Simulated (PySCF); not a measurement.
Isomers of C7H3F3, mass 144.019 u with the commonest isotopes. The calculation used wB97X-D/def2-SVPD in PySCF (dipole) on a GFN2-xTB geometry, gas phase. One conformer each, none proved a minimum here; rigid rotors.

Task: Order these by rotational constant A, smallest first.
A. `C(/C=C(/C#CC(F)F)F)#C`
B. `C=C=C=CC#CC(F)(F)F`
C. `FC(F)C#C/C(F)=C\C#C`

Result: C (1785 MHz), B (3509 MHz), A (3973 MHz).

Task: Order these by dipole moment, largest first.
A. `C#C/C=C(/F)C#CC(F)F`
B. `C=C=C=CC#CC(F)(F)F`
C. `C#C/C=C(/C#CC(F)F)F`

Result: B (4.24 D), C (1.13 D), A (0.92 D).

```
             SMILES  point group  Ia (u·Å²)  Ib (u·Å²)  Ic (u·Å²)      κ  μa (D)  μb (D)  μc (D)
 C=C=C=CC#CC(F)(F)F           C1     144.02    1125.59    1181.36  -0.99    4.22    0.46    0.00
C#C/C=C(\F)C#CC(F)F           Cs     127.19    1139.61    1177.15  -0.99    1.11    0.19    0.00
C#C/C=C(/F)C#CC(F)F           Cs     283.17     733.48     926.99  -0.77    0.91    0.14    0.00
```
